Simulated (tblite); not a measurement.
Parent: `[F:1][C@H:2]1[CH2:3][SiH2:4][CH:5]=[CH:6][SiH2:7]1` with F1–C2–C3–Si4 -175°, C2–C3–Si4–C5 -46°, C3–Si4–C5–C6 14°, C5–C6–Si7–C2 14°, C4H9FSi2.

The geometries are computed with GFN2-xTB (gas phase). One conformer each, not checked by frequencies here.

```
coordinate of the parent    value
                   F1–C2  1.400 Å
                   C2–C3  1.518 Å
                  C3–Si4  1.899 Å
                  Si4–C5  1.885 Å
                   C5=C6  1.334 Å
                  C6–Si7  1.883 Å
                  C2–Si7  1.919 Å
                F1–C2–C3   109.2°
               F1–C2–Si7   108.2°
               C3–C2–Si7   113.3°
               C2–C3–Si4   111.4°
               C3–Si4–C5   108.5°
               Si4–C5–C6   125.1°
               C5–C6–Si7   125.4°
               C2–Si7–C6   106.9°
```

Problem. How does the shared frame change in `[CH:1]#[C:2][C@@H:3]1[SiH2:4][CH:5]=[CH:6][SiH2:7][C@@H:8]1[F:9]` with C2–C3–Si4–C5 -176°, C3–Si4–C5–C6 17°, C5–C6–Si7–C8 9°, C6–Si7–C8–F9 74°, C6H9FSi2? Atoms pair as F1 = F9, C2 = C8, C3 = C3, Si4 = Si4, C5 = C5, C6 = C6, Si7 = Si7 (parent first).

Solution. 
```csv
parent,relative,value in the relative,change
F1–C2,F9–C8,1.397 Å,-0.003
C2–C3,C8–C3,1.528 Å,+0.010
C3–Si4,C3–Si4,1.919 Å,+0.020
Si4–C5,Si4–C5,1.886 Å,+0.001
C5=C6,C5=C6,1.334 Å,0.000
C6–Si7,C6–Si7,1.882 Å,-0.001
C2–Si7,C8–Si7,1.919 Å,0.000
F1–C2–C3,F9–C8–C3,109.1°,-0.1
F1–C2–Si7,F9–C8–Si7,107.5°,-0.7
C3–C2–Si7,C3–C8–Si7,112.3°,-1.0
C2–C3–Si4,C8–C3–Si4,110.0°,-1.4
C3–Si4–C5,C3–Si4–C5,106.4°,-2.1
Si4–C5–C6,Si4–C5–C6,125.6°,+0.5
C5–C6–Si7,C5–C6–Si7,125.4°,0.0
C2–Si7–C6,C8–Si7–C6,107.2°,+0.3
```

Of the parent's bonds, C3–Si4 changes most (+0.020 Å). Bonds of the relative outside the shared frame: C1≡C2 1.197, C2–C3 1.443 Å. Point group C1 → C1.

Problem. How does the shared frame change in `[CH2:1]=[C:2]([CH3:3])[C@@H:4]1[SiH2:5][CH:6]=[CH:7][SiH2:8][C@H:9]1[F:10]` with C1–C2–C4–Si5 -98°, C2–C4–Si5–C6 -174°, C4–Si5–C6–C7 15°, C6–C7–Si8–C9 13°, C7–Si8–C9–F10 -169°, C7H13FSi2? Atoms pair as F1 = F10, C2 = C9, C3 = C4, Si4 = Si5, C5 = C6, C6 = C7, Si7 = Si8 (parent first).

Solution. 
```
   parent    relative  value in the relative  change
    F1–C2      F10–C9                1.401 Å  +0.001
    C2–C3       C9–C4                1.523 Å  +0.005
   C3–Si4      C4–Si5                1.912 Å  +0.013
   Si4–C5      Si5–C6                1.883 Å  -0.002
    C5=C6       C6=C7                1.333 Å  -0.001
   C6–Si7      C7–Si8                1.883 Å   0.000
   C2–Si7      C9–Si8                1.919 Å   0.000
 F1–C2–C3   F10–C9–C4                 109.6°    +0.4
F1–C2–Si7  F10–C9–Si8                 107.3°    -0.9
C3–C2–Si7   C4–C9–Si8                 113.1°    -0.2
C2–C3–Si4   C9–C4–Si5                 110.1°    -1.3
C3–Si4–C5   C4–Si5–C6                 108.5°     0.0
Si4–C5–C6   Si5–C6–C7                 125.2°    +0.1
C5–C6–Si7   C6–C7–Si8                 125.0°    -0.4
C2–Si7–C6   C9–Si8–C7                 107.3°    +0.4
```

Of the parent's bonds, C3–Si4 changes most (+0.013 Å). Bonds of the relative outside the shared frame: C1=C2 1.325, C2–C3 1.498, C2–C4 1.503 Å. Point group C1 → C1.
